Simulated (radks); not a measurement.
Radial electron density D(r) = 4 pi r^2 rho(r) of an atom or ion with 68 electrons. Method: Dirac Kohn-Sham, Slater X-alpha with alpha = 0.865, spin-unpolarised, spherical densities, finite nucleus; Fermi nuclear charge, rms radius of each element as measured or else 0.836 A^(1/3) + 0.57 fm; computed with a radial shooting solver on a logarithmic mesh with Libxc functionals.

```
   r/bohr * D(r) (the largest magnitude, 122, reaches the edge; | marks zero)
  0.00407 |                 *
 0.004738 |                     *
  0.00556 |                         *
 0.006472 |                             *
 0.007535 |                                 *
 0.008842 |                                    *
  0.01029 |                                       *
  0.01198 |                                         *
  0.01406 |                                          *
  0.01637 |                                         *
  0.01906 |                                        *
  0.02237 |                                      *
  0.02604 |                                     *
  0.03031 |                                     *
  0.03557 |                                        *
  0.04141 |                                            *
  0.04821 |                                                 *
  0.05657 |                                                     *
  0.06586 |                                                      *
  0.07667 |                                                   *
  0.08998 |                                              *
   0.1047 |                                          *
   0.1229 |                                          *
   0.1431 |                                             *
   0.1666 |                                                *
   0.1955 |                                               *
   0.2276 |                                       *
   0.2649 |                             *
   0.3109 |                       *
    0.362 |                       *
   0.4214 |                         *
   0.4945 |                          *
   0.5757 |                       *
   0.6702 |                 *
   0.7865 |           *
   0.9156 |        *
    1.066 |      *
    1.251 |    *
    1.456 |   *
    1.695 |  *
    1.989 | *
    2.316 |*
    2.718 |*
    3.164 *
    3.683 *
    4.322 *
    5.032 *
    5.858 *
    6.874 *
    8.003 *
    9.316 *
    10.93 *
    12.73 *
```

What is the nuclear charge?

Answer. Z = 68. The innermost maximum, from 1s, lies near gamma/Z bohr with gamma = sqrt(1 - (Z/c)^2) = 0.868, here 0.0128 bohr (found: 0.0141), and its height grows with Z. The density is that of neutral erbium in [Xe] 4f12 6s2; the configuration itself is not fixed sharply by these data, and Z only to a few units. D(r) has 4 maxima, at r = 0.0141, 0.0628, 0.173, 0.471 bohr, and minima at 0.0271, 0.113, 0.337 bohr, inside which lie 2.01, 11.13, 29.70 electrons.
